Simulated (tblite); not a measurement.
Question: Write Cartesian coordinates for InChI=1S/C6H2ClF2/c7-5-3-4(8)1-2-6(5)9/h2-3H as optimised with GFN2-xTB. (Doublet state.)

Answer: 
```
atom  x, y, z in Å
F1     2.5057   -1.4088    0.0164
C2     1.2833   -0.8693    0.0053
C3     0.1423   -1.6205   -0.0196
C4    -1.1101   -1.0936   -0.0315
C5    -1.2299    0.2949   -0.0170
F6    -2.4520    0.8413   -0.0287
C7    -0.0952    1.1011    0.0095
Cl8   -0.2556    2.8179    0.0292
C9     1.1622    0.5187    0.0204
H10   -2.0002   -1.7025   -0.0507
H11    2.0549    1.1237    0.0407
```

Orientation and origin are arbitrary. Atoms count from 1 in this order. C2 (carbon bonded to 2 C and F) is planar (angles 122.8°, 118.8° and 118.4°, sum 360.0°, 0.00 Å off the plane of its three neighbours). The 9 heavy atoms lie in one plane (0.001 Å rms). C5 (carbon bonded to 2 C and F) is planar (angles 120.5°, 120.5° and 119.0°, sum 360.0°, 0.00 Å off the plane of its three neighbours). The 6-membered ring C2–C3–C4–C5–C7–C9 has internal angles of 117.7° to 123.8° (sum 720°, against 720° for a flat polygon); it is planar, 0.00 Å rms from its mean plane, widest ring torsion 0°.

Bonds between heavy atoms (Å): F1–C2 1.336, C2–C3 1.366, C3–C4 1.359, C4–C5 1.394, C5–F6 1.339, C5–C7 1.392, C7–Cl8 1.724, C7–C9 1.386, C2–C9 1.393.

The geometry is computed with GFN2-xTB (gas phase). This method treats the open shell by occupation alone, without spin polarisation.

Point group: Cs (every atom within 0.08 Å of its image). Its GFN2-xTB frequencies are all real (lowest 129 cm⁻¹).

The run took 0.1 s on an Arm Neoverse V1 with one thread, on a shared host. This is the geometry optimisation.
